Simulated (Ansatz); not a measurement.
Ligand exchange: BrF + NaOH → HOF + NaBr

Species: BrF (bromine fluoride), singlet; NaOH `[OH][Na]`, singlet; HOF (hypofluorous acid) `OF`, singlet; NaBr, singlet. The partners trade Br for OH: F–Br and Na–OH bonds give way to F–OH and Na–Br.

Shapes, held fixed at every level: PBE0-D4/def2-TZVP. Programs: Ansatz 0.2.0. The zero-point and thermal change to 298 K, harmonic and unscaled (PBE0-D4/def2-TZVP), is +4.0 kJ/mol.

| level | kind | ΔH(298 K) (kJ/mol) | less CCSD(T)/def2-TZVPP | CPU time (sum over the molecules) |
| --- | --- | --- | --- | --- |
| SPW92/def2-TZVPP | LDA | +8.3 | +7.0 | 3.1 s |
| r2SCAN-D4/def2-TZVPP | meta-GGA | -4.8 | -6.1 | 8.9 s |
| wB97M-V/def2-TZVPP | range-separated hybrid | +2.8 | +1.5 | 18 s |
| wB97X-V/def2-TZVPP | range-separated hybrid | -0.6 | -1.9 | 13 s |
| B2PLYP/def2-TZVPP | double hybrid | +9.9 | +8.6 | 9.8 s |
| MP2/def2-SVP | perturbation theory | -23.2 | -24.5 | – |
| CCSD/def2-TZVPP | coupled cluster or CI | +1.3 | 0.0 | – |
| CCSD(T)/def2-TZVPP | coupled cluster or CI | +1.3 | 0.0 | 14 s |

The highest level, CCSD(T)/def2-TZVPP, gives ΔH(298 K) = +1.3 kJ/mol; the levels span -23.2 to +9.9. That is about zero within the method's error. They disagree on the sign: 5 of 8 are positive. The column of differences is taken from that level and isn't an error. No measured value is set beside it here. Relativity is left out for Br. Outer-core shells of Br, Na are correlated in most correlated rows, in sets that cover them unevenly. Times are processor times on shared x86 and Arm servers, and rough.
